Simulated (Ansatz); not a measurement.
Species: [Ta(Cl)5] (charge 0, multiplicity 1), formula Cl5Ta.

Q: How many basis functions does frozen-core CCSD(T)/def2-TZVPP // r2SCAN-D4/def2-SVP (Ansatz, an electronic-structure program) use, how many core orbitals are frozen, and how many electrons are correlated?

A: 266 basis functions and 25 frozen orbitals, which leaves 48 correlated electrons. Core time is of the order of minutes.
